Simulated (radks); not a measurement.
Problem. The mean radii <r> (bohr) of the occupied orbitals of an atom or ion are listed with their occupations. Calculated with a radial shooting solver on a logarithmic mesh with Libxc functionals: Dirac Kohn-Sham, exchange-only PBE, spin-unpolarised, spherical densities, finite nucleus; Fermi nuclear charge, rms radius of each element as measured or else 0.836 A^(1/3) + 0.57 fm.

orbital  occ.      <r>
1s1/2       2  0.05409
2s1/2       2   0.2430
2p1/2       2   0.2113
2p3/2       4   0.2144
3s1/2       2   0.6424
3p1/2       2   0.6351
3p3/2       1   0.6405

Name the element and its charge. Open shells, if any, fill j = l - 1/2 first.

Solution. Z = 28, nickel, charge +13: Ni13+ in [Ne] 3s2 3p3. The 1s radius gives Z: for a bare nucleus <r> = (2 gamma + 1)/(2Z) with gamma = sqrt(1 - (Z/c)^2), 0.05282 bohr for Z = 28, and screening makes it slightly larger (0.05409 here). The occupations add up to 15, and the charge is Z minus that.
